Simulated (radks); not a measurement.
The technetium anion Tc- inside a hard spherical wall (all orbitals vanish at R), configuration held at [Kr] 4d6 5s2 and not refilled when levels cross. Method: scalar-relativistic Kohn-Sham, PBEsol, spin-polarised, spherical densities, finite nucleus; open shells are filled with parallel spins first (spin-orbit coupling, left out, can overturn this in heavy ions); Fermi nuclear charge, rms radius 4.4112 fm; computed with a radial shooting solver on a logarithmic mesh with Libxc functionals. Eigenvalues in eV for spin up, with the zero of energy where the potential of the charges vanishes at infinity; a dash marks a level that is unbound or too diffuse for the functional's potential to be trusted. A positive occupied level is held by the wall or, in an anion where self-interaction has pushed it up, behind a barrier. The pressure on the wall is -dE/dV.

| R (bohr) | E (hartree) | kinetic (hartree) | e(4s) | e(4p) | e(4d) | e(5s) | e(5p, empty) | e(6s, empty) | pressure (GPa) |
|---|---|---|---|---|---|---|---|---|---|
| 12 | -4283.45506 | 4422.491 | -65.475 | -37.664 | 0.247 | 0.461 | 3.112 | 4.295 | 0.0229 |
| 10 | -4283.44977 | 4422.514 | -65.138 | -37.325 | 0.574 | 0.731 | 3.636 | 5.959 | 0.107 |
| 7 | -4283.40130 | 4422.713 | -63.564 | -35.753 | 2.043 | 2.098 | 5.868 | 13.165 | 2.02 |
| 6 | -4283.33289 | 4422.978 | -62.150 | -34.356 | 3.316 | 3.462 | 7.882 | 19.445 | 6.84 |
| 3 | -4280.26177 | 4433.401 | -41.043 | -14.086 | 24.034 | 38.107 | 51.625 | 130.94 | 1220 |
| 2.5 | -4276.34402 | 4446.441 | -27.392 | -0.418 | 40.142 | 72.704 | 91.372 | 218.27 | 4640 |
| 2 | -4264.90654 | 4482.354 | 0.760 | 29.622 | 76.321 | 157.21 | 183.02 | 405.49 | 22900 |
| 1.5 | -4223.80631 | 4596.485 | 79.395 | 115.86 | 176.05 | 398.48 | 431.95 | 882.66 | 161000 |
